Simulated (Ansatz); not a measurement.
Correlation energies of Cl₃SV (`[S]=[V]([Cl])([Cl])[Cl]`) by basis set

Z-matrix (Å, degrees):
```
V
S 1 1.976
Cl 1 2.123 2 108.5
Cl 1 2.123 2 108.5 3 120.0
Cl 1 2.123 2 108.5 3 -120.0
```

Charge 0, multiplicity 1. Correlated methods include outer-core shells of V, which these sets cover unevenly. Scalar relativity is left out up to krypton. The structure was optimised at the PBE0-D4/def2-TZVP level. Frozen core, restricted reference, Ansatz.

```
     basis      HF (Eh)  MP2 corr.  CCSD corr.       (T)  CCSD(T) total
  def2-SVP  -2718.24255   -1.07065    -0.98135  -0.08055    -2719.30445
def2-TZVPP  -2719.00241   -1.44442    -1.35710  -0.10999    -2720.46950
def2-QZVPP  -2719.06960   -1.55288           –         –              –
```
